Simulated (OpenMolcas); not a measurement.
## Pd2+ in KZnF3: curves along the breathing mode

Pd2+ with its 6 nearest fluoride ions, on the Zn site of KZnF3 (a = 4.054 Å, distance in the model lattice 2.027 Å). The rest of the host is ab initio model potentials to 7.6 Å, with orthogonalisation functions on the cations behind the ligands, and point charges beyond; the distance is set by hand and nothing relaxes. Ligand basis ANO-RCC-VDZP.

* Program: OpenMolcas 26.06
* Method: SS-CASPT2, IPEA 0.25 Eh, imaginary shift 0.1 Eh (closed shells correlated: 4s 4p and the ligand valence shells)
* Basis: ANO-RCC-VDZP [6s5p3d1f]
* Scalar Hamiltonian: DKH2, point nucleus
* Active space: 8 electrons in 5 orbitals (4d)
* State averaging: 2S+1 = 3 even, 10 roots; 2S+1 = 1 even, 15 roots
* Spin-orbit coupling: RASSI with atomic mean-field integrals over the reference wave functions

Spin-free energies (labels of O, the rotations of Oh) in cm-1 above the lowest fitted minimum, as all ligands move together:

```csv
R (Å),3A2,1E,3T2,1A1,3T1,1T2,1T1
1.98,4950,14820,26630,24480,33850,36840,40460
2.027,960,10870,20470,20400,27480,30660,34370
2.073,40,9970,17610,19340,24450,27850,31650
2.12,1870,11810,17750,21010,24380,27930,31920
2.167,6380,16320,20680,25330,27100,30950,35030
2.213,13370,23260,26440,32090,32550,36600,40750
2.26,23200,33080,35110,41710,40980,45230,49520
```

Cubic fits give the following; the wavenumber is harmonic, with the mass of all moving ligands, small differences in it between states hang on the degree of the fit, a number in brackets counts states of one label, and the table is a selection of at most 14 states with clean curves.

| State | R0 (Å) | Breathing mode (cm-1) | Minimum (cm-1) |
| --- | --- | --- | --- |
| 3A2 | 2.067 | 618 | 0 |
| 1E | 2.066 | 616 | 9930 |
| 3T2 | 2.095 | 636 | 17270 |
| 1A1 | 2.069 | 614 | 19320 |
| 3T1 | 2.099 | 633 | 24000 |
| 1T2 | 2.095 | 635 | 27490 |
| 1T1 | 2.093 | 636 | 31370 |
| 3T1(2) | 2.118 | 655 | 36780 |
| 1E(2) | 2.118 | 652 | 46320 |
| 1T2(2) | 2.118 | 652 | 46490 |
| 1A1(2) | 2.115 | 652 | 62600 |

The minimum of 3T2 is shifted by +0.0289 Å against 3A2 (from the unrounded fits). With M = 114.0 u for the moving shell, the Huang-Rhys factor in this mode is S = M ω ΔR² / 2ħ = 0.01483 × 114.0 × 618 × 0.0289² = 0.87. Only the first shell moves, against a rigid host.

Roots that are degenerate in the reference are averaged as groups; the widest CASPT2 spread within a group is 340 cm-1 (the 3-fold group of multiplicity 3 near 32300 cm-1 above the lowest state of its run, R = 2.167). Shifts and gaps below about the spread of the groups concerned are not significant. Over all roots computed the reference weight is 0.72 to 0.73 in R = 1.98, 0.72 to 0.73 in R = 2.027, 0.72 to 0.73 in R = 2.073, 0.72 to 0.73 in R = 2.12, 0.72 to 0.73 in R = 2.167, 0.72 to 0.73 in R = 2.213, 0.72 to 0.74 in R = 2.26; a low but even weight reflects the number of correlated electrons. Real 4d8 and 5d8 ions are as a rule square planar and diamagnetic. Ligand-to-metal charge-transfer states are missing. With no ligand orbital active B as a rule stays too high, so bands that hang on it stand too high and its fall with covalency is understated. With one d shell and no ligand orbital active, 10Dq can be off by a tenth or more. Free-ion shares, where given, are those of the reference states; single-state CASPT2 does not remix them (holds for R = 2.213; R = 2.26). No measured value stands beside these numbers.
